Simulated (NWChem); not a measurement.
System: BiH₃O₃; SMILES [OH][Bi]([OH])[OH]

NWChem input:

```
start job
memory heap 200 mb stack 900 mb global 1100 mb
geometry units angstroms noautoz
  Bi     0.024399     0.012934     0.223524
  O      1.633492    -0.408427    -1.037461
  H      1.344049    -1.076030    -1.675738
  O     -1.253049    -1.376828    -0.667237
  H     -1.761510    -0.913695    -1.348445
  O     -0.664672     1.617486    -0.919932
  H     -0.093944     1.692034    -1.698161
end
basis spherical
  Bi library def2-svp
  O library def2-svp
  H library def2-svp
end
ecp
  Bi library def2-ecp
end
dft
  xc becke97-2
  iterations 150
  mulliken
end
task dft energy
```

Parts of the log:

```
             Northwest Computational Chemistry Package (NWChem) 7.3.0
             --------------------------------------------------------

 C1  symmetry detected

                             Geometry "geometry" -> ""
                             -------------------------

 Output coordinates in angstroms (scale by  1.889725989 to convert to a.u.)

  No.       Tag          Charge          X              Y              Z
 ---- ---------------- ---------- -------------- -------------- --------------
    1 Bi                  83.0000    -0.00061423    -0.00133701     0.29092921
    2 O                    8.0000    -0.15010334    -1.76101630    -0.82172093
    3 H                    1.0000    -0.79454621    -1.61202353    -1.52837720
    4 O                    8.0000    -1.44776544     1.01801506    -0.81516378
    5 H                    1.0000    -0.99150277     1.50870814    -1.51381519
    6 O                    8.0000     1.60287087     0.75427017    -0.81124632
    7 H                    1.0000     1.79701374     0.12413598    -1.51988422

 Effective nuclear repulsion energy (a.u.)     611.6003842044

                                 NWChem DFT Module
                                 -----------------

 Summary of "ao basis" -> "ao basis" (spherical)
 ------------------------------------------------------------------------------
       Tag                 Description            Shells   Functions and Types
 ---------------- ------------------------------  ------  ---------------------
 Bi                         def2-svp                10       26   4s4p2d
 O                          def2-svp                 6       14   3s2p1d
 H                          def2-svp                 3        5   2s1p

            General Information
            -------------------
          SCF calculation type: DFT
          Wavefunction type:  closed shell.
          No. of atoms     :     7
          No. of electrons :    50
           Alpha electrons :    25
            Beta electrons :    25
          Charge           :     0
          Spin multiplicity:     1
          Use of symmetry is: off; symmetry adaption is: off
          Maximum number of iterations: 150
          AO basis - number of functions:    83
                     number of shells:    37
          Convergence on energy requested:  1.00D-06
          Convergence on density requested:  1.00D-05
          Convergence on gradient requested:  5.00D-04

              XC Information
              --------------
                   Becke 97-2 Method XC Functional
                     Hartree-Fock (Exact) Exchange  0.210
                 Becke 1997-2  Exchange Functional  1.000
                Becke 1997-2 Correlation Potential  1.000

             Grid Information
             ----------------
          Grid used for XC integration:  medium
          Radial quadrature: Mura-Knowles
          Angular quadrature: Lebedev.
          Tag              B.-S. Rad. Rad. Pts. Rad. Cut. Ang. Pts.
          ---              ---------- --------- --------- ---------
          Bi                  1.60      123           8.0       590
          O                   0.60       49          10.0       434
          H                   0.35       45          10.0       434
          Grid pruning is: on
          Number of quadrature shells:   405
          Spatial weights used:  Erf1

      Superposition of Atomic Density Guess
      -------------------------------------

 Sum of atomic energies:        -470.99031126

      Non-variational initial energy
      ------------------------------

 Total energy =    -439.451062
 1-e energy   =   -1100.291989
 2-e energy   =     451.597142
 HOMO         =      -0.360804
 LUMO         =       0.003458

     ---------------------------------------------
      Total Density - Mulliken Population Analysis
     ---------------------------------------------

    Atom       Charge   Shell Charges
 -----------   ------   -------------------------------------------------------
    1 Bi  23    21.11   2.92 -0.87  1.21  0.62  4.71  1.26  0.75  0.40  9.77  0.35
    2 O    8     8.96   1.99  1.11  0.70  3.07  2.07  0.00
    3 H    1     0.67   0.53  0.08  0.06
    4 O    8     8.96   1.99  1.11  0.70  3.07  2.07  0.00
    5 H    1     0.67   0.53  0.08  0.06
    6 O    8     8.96   1.99  1.11  0.70  3.07  2.07  0.00
    7 H    1     0.67   0.53  0.08  0.06

   convergence    iter        energy       DeltaE   RMS-Dens  Diis-err
 ---------------- ----- ----------------- --------- --------- ---------
 d= 0,ls=0.0,diis     1   -441.9104480449 -6.51D+02  2.86D-02  1.43D+00
 d= 0,ls=0.0,diis     2   -441.5496523927  3.61D-01  1.63D-02  4.87D+00
 d= 0,ls=0.0,diis     3   -442.0841099660 -5.34D-01  1.29D-03  1.78D-02
 d= 0,ls=0.0,diis     4   -442.0859601538 -1.85D-03  3.08D-04  7.87D-04
 d= 0,ls=0.0,diis     5   -442.0860512443 -9.11D-05  5.37D-05  8.99D-06
 d= 0,ls=0.0,diis     6   -442.0860520328 -7.89D-07  2.02D-05  5.40D-06
 d= 0,ls=0.0,diis     7   -442.0860525358 -5.03D-07  6.40D-06  6.33D-07

         Total DFT energy =     -442.086052535827
      One electron energy =    -1103.834352540653
           Coulomb energy =      496.807546517561
    Exchange-Corr. energy =      -44.303031821708
 Nuclear repulsion energy =      209.243785308973

 Numeric. integr. density =       49.999988542486

                       DFT Final Molecular Orbital Analysis
                       ------------------------------------

[...]
```

Level: B97-2/def2-SVP with def2 effective core potentials on Bi. Coordinates come from a PBE0/def2-SVP optimisation. def2 effective core potentials on Bi; no spin-orbit coupling.
